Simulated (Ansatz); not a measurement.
`F[CH]([SiH3])[Al]([F])[Cl]` → `[CH]F` + `[F][Al]([SiH3])[Cl]`  (formal loss of a carbene)

Gas-phase electronic energies from Ansatz, PBE0-D4/def2-TZVP geometries. CCSD(T)/CBS adds triple-zeta CCSD(T) − MP2 to the extrapolated MP2 energy (def2 sets, frozen cores). This one scheme is used for every species. Functionals use def2-TZVPP. Each species was taken in one conformer, which may not be the lowest.

```json
{"level": "r2SCAN0-D4", "ΔE (kJ/mol)": "378.6"}
{"level": "ωB97X-V", "ΔE (kJ/mol)": "358.9"}
{"level": "RPA@PBE/def2-TZVPP", "ΔE (kJ/mol)": "320.7"}
{"level": "MP2/def2-SVP", "ΔE (kJ/mol)": "372.8"}
```

(1) What does CCSD(T)/CBS give? (Estimate.)

Largest T1 diagnostic among the species: 0.018.

## Answers

(1) Computed: +354.9 kJ/mol. The listed levels differ from it by 23.7, 4.0, -34.2, 17.9 kJ/mol.

At CCSD(T), def2-SVP lies −14.0 kJ/mol from the extrapolated value and def2-TZVPP −8.7 kJ/mol. In def2-TZVPP, CCSD(T) changes the Hartree–Fock value by +42.9 kJ/mol (the triples alone add +3.4 kJ/mol) and MP2 by +76.0 kJ/mol. From PBE to PBE0 (25 % exact exchange), in def2-TZVPP and without D4, ΔE moves by +7.0 kJ/mol.
